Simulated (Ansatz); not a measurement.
Reaction (adduct formation): `[CH3][In]([Cl])[Cl]` + H₂S → `[CH3][In-]([SH2+])([Cl])[Cl]`

Program: Ansatz. Geometries: PBE0-D4/def2-TZVP. ΔE: electronic, gas phase. CCSD(T)/CBS is the MP2 limit (def2-TZVPP, def2-QZVPP) plus CCSD(T) − MP2 in def2-TZVPP, frozen cores. This one scheme is used for every species. Elements past krypton have def2 core potentials. For In outer-core shells are correlated without core-valence functions, which leaves a few kJ/mol of doubt a bond. Each species was taken in one conformer, which may not be the lowest.

`[CH3][In]([Cl])[Cl]`:

Cartesian coordinates in Å:
```
C 0.677 0.856 -0.305
In -0.588 -0.752 0.273
Cl -1.107 -2.563 -1.085
Cl -1.634 -0.921 2.339
H 1.043 1.365 0.585
H 1.508 0.465 -0.891
H 0.101 1.551 -0.916
```

H₂S:

Z-matrix (Å, degrees):
```
S
H 1 1.341
H 1 1.341 2 92.3
```

`[CH3][In-]([SH2+])([Cl])[Cl]`:

```xyz
10

C    -0.339    1.714    0.888
In    0.230    0.297   -0.597
S    -0.190   -2.257    0.477
Cl   -1.128   -0.222   -2.453
Cl    2.479   -0.232   -1.064
H    -1.395    1.591    1.122
H     0.263    1.563    1.784
H    -0.168    2.720    0.504
H     1.034   -2.587    0.024
H    -0.784   -2.586   -0.685
```

```csv
species,CCSD(T)/CBS(def2) energy (Eh)
`[CH3][In]([Cl])[Cl]`,-1149.33784
H₂S,-398.97279
`[CH3][In-]([SH2+])([Cl])[Cl]`,-1548.33350
```

Task: Work out ΔE.

Result: ΔE = (-1548.33350) − (-1149.33784) − (-398.97279) = -0.02287 Eh = -0.62 eV.

Largest T1 diagnostic among the species: 0.012.

Leaving LDA and LC-ωPBE aside and taking each functional with its dispersion term where it has one, the values, not all of them listed here, spread over 0.15 eV, from r2SCAN0-D4 to B2PLYP. LDA lies −0.29 eV from PBE without D4. From BLYP to BHLYP (50 % exact exchange), in def2-TZVPP and without D4, ΔE moves by −0.12 eV. In def2-TZVPP, CCSD(T) changes the Hartree–Fock value by −0.25 eV (the triples alone add −0.04 eV) and MP2 by −0.31 eV.
